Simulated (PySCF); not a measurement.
## Dipole response of F(2+) (fluorine, charge +2)

[He] 2s2 2p3, high-spin 4S determinant. All numbers are calculated (PySCF 2.14, the spin-free X2C one-electron Hamiltonian (Gaussian nucleus), in ANO-RCC-VTZP). Coupled (time-dependent) response in atomic units; α is the mean over directions. The basis has no added diffuse functions, which lowers α and C₆.

```csv
method,mean α (bohr³),C₆ (like pair),S(−4)
UHF,1.267,1.573,1.511
PBE,1.236,1.590,1.225
PBE0,1.234,1.573,1.255
LC-wPBE,1.237,1.590,1.233
wB97M-V,1.212,1.570,1.086
```

S(−4) is the Cauchy moment in α(ω) = α(0) + S(−4) ω² + …

α(iu) at PBE:

```
u (hartree)  α(iu) (bohr³)
          0          1.236
     0.0500          1.233
      0.100          1.224
      0.200          1.191
      0.300          1.141
      0.500          1.023
      0.750         0.8792
       1.00         0.7590
       1.50         0.5772
       2.00         0.4479
       3.00         0.2838
       5.00         0.1372
```

A single London oscillator, α(iu) = α/(1 + u²/ω²), gives C₆ = (3/4) ω α². Matching the computed C₆ needs ω = 4 × 1.590 / (3 × 1.236²) = 1.39 hartree.

For an ion, C₆ is the dispersion term alone; charge-induced terms of lower order in 1/R come first.
